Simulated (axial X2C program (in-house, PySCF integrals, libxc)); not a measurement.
**Testing model relations on ScH⁺**

A bond curve at the CCSD(T) level, with spin–orbit coupling, was computed with an axial X2C code built on PySCF integrals (basis Sc dyall-cv3z [10s11p7d5f2g], H dyall-v3z [6s2p1d] (cores contracted in-house)) for the state Ω = 3/2 (⟨Sz⟩ = -0.50, ⟨Lz⟩ = 2.00 at HF). Its fit gives Re = 1.8010 Å, ωe = 1639.9 cm⁻¹, ωexe = 21.7 cm⁻¹ and αe = 1.067e-01 cm⁻¹; the masses are 44.9559 and 1.0078 u. Two-component means X2C with spin–orbit coupling and atomic mean-field Coulomb and Gaunt terms.

Correlated methods: 11 electrons correlated (number of frozen shells: Sc 2 s, 1 p; H none), 235 virtual spin orbitals or spinors in MP2, 90 natural virtuals in coupled cluster.

(1) Find the reduced mass, Be and the force constant.

(2) Where do the fundamental and the first overtone lie?

(3) A Morse curve ties αe to the other constants (Pekeris). How well does that hold?

(4) Estimate the centrifugal constant by the Kratzer relation.

(5) Scale the constants to the deuteride (D 2.0141 u) within the Born–Oppenheimer picture.

The state is one determinant whose occupation by symmetry is held fixed; it was picked as the lowest of a PBE0 search that is not exhaustive. Coupled cluster ran in a truncated set of natural virtual spinors; the MP2 energy of the rest was added. (T) has no such correction and the atoms are truncated less, which lowers De at CCSD(T) by a hundredth of an eV or more. PBE0 can misorder states that lie within some tenths of an eV, so this need not be the ground state of the molecule. The nearest other 2c determinant of the search, Ω = 5/2, lies 0.02 eV up at the distance of the search.

Answers

(1) From the CCSD(T) values: μ = 0.9857 u. Be = 16.8576/(μ Re²) = 5.273 cm⁻¹. k = 5.8918×10⁻⁷ μ ωe² = 1.56 mdyn/Å.

(2) ν(1←0) = ωe − 2ωexe = 1596.5 cm⁻¹; ν(2←0) = 2ωe − 6ωexe = 3149.6 cm⁻¹.

(3) αe(Morse) = 6Be²/ωe × (√(ωexe/Be) − 1) = 1.046e-01 cm⁻¹; the CCSD(T) curve gives 1.067e-01 cm⁻¹, a ratio of 0.98.

(4) D = 4Be³/ωe² = 2.18e-04 cm⁻¹.

(5) ρ = √(μH/μD) = 0.7151; ωe = 1172.6, ωexe = 11.1, Be = 2.696 cm⁻¹; the zero-point energy falls by 231 cm⁻¹.
